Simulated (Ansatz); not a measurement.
Consider the ligand exchange at a W–F bond: `[CH3][W]([F])(=[S])=[S]` + HCl → `[CH3][W](=[S])(=[S])[Cl]` + H–F.

Computed with Ansatz on PBE0-D4/def2-TZVP structures; ΔE is electronic, products minus reactants. CCSD(T)/CBS is the MP2 limit (def2-TZVPP, def2-QZVPP) plus CCSD(T) − MP2 in def2-TZVPP, frozen cores. This one scheme is used for every species. Functionals use def2-TZVPP. B3LYP here is the variant with VWN-RPA as its local correlation; programs differ in this. HSE06 is defined as in plane-wave codes. def2 core potentials past Kr. For W outer-core shells are correlated without core-valence functions, which leaves a few kJ/mol of doubt a bond.

```csv
level,ΔE (kJ/mol),difference from CCSD(T)/CBS
LDA (SPW92),-2.4,12.1
PBE-D4,-2.5,12.0
revPBE-D4,-3.5,11.0
BLYP-D4,2.5,17.0
B97M-V,5.3,19.8
PBE0-D4,-8.2,6.3
B3LYP-D4,-1.9,12.6
r2SCANh-D4,-1.7,12.8
r2SCAN0-D4,-5.5,9.0
HSE06-D4,-8.9,5.6
BHLYP-D4,-5.6,8.9
CAM-B3LYP-D4,7.1,21.6
ωB97X-V,7.0,21.5
ωB97M-V,1.8,16.3
B2PLYP,-7.1,7.4
PBE-QIDH,-18.1,-3.6
PBE,2.4,16.9
BLYP,11.9,26.4
r2SCAN,2.4,16.9
PBE0,-3.8,10.7
r2SCANh,-0.3,14.2
HSE06,-4.6,9.9
BHLYP,3.1,17.6
CAM-B3LYP,12.0,26.5
LC-ωPBE,12.6,27.1
RPA@PBE/def2-TZVPP,-4.4,10.1
HF/def2-SVP,7.7,22.2
MP2/def2-SVP,-20.4,-5.9
CCSD(T)/def2-SVP,-0.4,14.1
HF/def2-TZVPP,6.6,21.1
MP2/def2-TZVPP,-36.0,-21.5
SCS-MP2/def2-TZVPP,-23.1,-8.6
CCSD/def2-TZVPP,-6.4,8.1
CCSD(T)/def2-TZVPP,-10.7,3.8
HF/def2-QZVPP,7.0,21.5
MP2/def2-QZVPP,-38.0,-23.5
SCS-MP2/def2-QZVPP,-25.2,-10.7
HF/CBS(def2),7.1,21.6
MP2/CBS(def2),-39.8,-25.3
CCSD/CBS(def2),-10.2,4.3
CCSD(T)/CBS,-14.5,0
```

What do rigid-rotor, harmonic-oscillator terms from PBE0-D4/def2-TZVP frequencies (298.15 K, 1 bar) make of the CCSD(T)/CBS value? (An estimate is asked.)

Computed: ΔZPE = +4.4 kJ/mol, ΔH = -9.1 kJ/mol, ΔS = -2 J/(mol·K), ΔG = -8.6 kJ/mol.

Largest T1 diagnostic among the species: 0.022, so the coupled-cluster value is less sure than usual.

From PBE to PBE0 (25 % exact exchange), in def2-TZVPP and without D4, ΔE moves by −6.2 kJ/mol. In def2-TZVPP, CCSD(T) changes the Hartree–Fock value by −17.3 kJ/mol (the triples alone add −4.3 kJ/mol) and MP2 by −42.6 kJ/mol.
